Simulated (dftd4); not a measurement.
Ca, charge +1, doublet; D4 for tpssh run with dftd4.

Here is a job for dftd4.
```
$ dftd4 mol.xyz --func tpssh --charge 1 --json dftd4.json --noedisp

# file mol.xyz
1

Ca     0.00000000     0.00000000     0.00000000
```

What the program printed (banner, timings and long lists left out):

```
                    ____  _____ _____     ____  _  _
      -------------|  _ \|  ___|_   _|---|  _ \| || |------------
     |             | | | | |_    | | ___ | | | | || |_           |
     |             | |_| |  _|   | ||___|| |_| |__   _|          |
     |             |____/|_|     |_|     |____/   |_|            |
     |             ===================================           |
     |            E. Caldeweyher, S. Ehlert & S. Grimme          |
     |          Mulliken Center for Theoretical Chemistry        |
     |                    University of Bonn                     |
      -----------------------------------------------------------

Rational (Becke-Johnson) damping: tpssh-D4-ATM
---------------------
  s6         1.0000
  s8         1.8590
  s9         1.0000
  a1         0.4429
  a2         4.6023
 alp        16.0000
--------------------

Dispersion energy:       0.0000000000000E+00 Eh

[Info] JSON dump of results written to 'dftd4.json'
```
